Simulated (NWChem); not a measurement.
GeHCl₂, doublet; SMILES [Cl][GeH][Cl]

Results from NWChem. Pople sets run with spherical d functions. Spin-unrestricted. In the optimisation the excess spin sits in a' (Cs, its own frame). No stability test was run on the SCF state. Each level has its own optimisation; frequencies are unscaled.

| level | r Cl–Ge (Å) | r Ge–H (Å) | highest harmonic frequency (cm⁻¹) | lowest (cm⁻¹) | zero-point energy (kcal/mol) | dipole (D) |
|---|---|---|---|---|---|---|
| B3LYP/6-31G* | 2.193 | 1.574 | 1943 | 134 | 5.8 | 2.10 |
| UHF/3-21G | ? | ? | ? | 137 | 6.3 | ? |
| B3LYP/3-21G | 2.250 | 1.566 | 1891 | 122 | 5.6 | 2.93 |
| PBE0/def2-SVP | 2.165 | 1.558 | 2027 | 140 | 6.1 | 1.82 |

Problem. What belongs in the gaps?

Solution. 
- UHF/3-21G, r Cl–Ge (Å): 2.233
- UHF/3-21G, r Ge–H (Å): 1.535
- UHF/3-21G, highest harmonic frequency (cm⁻¹): 2118
- UHF/3-21G, dipole (D): 3.84
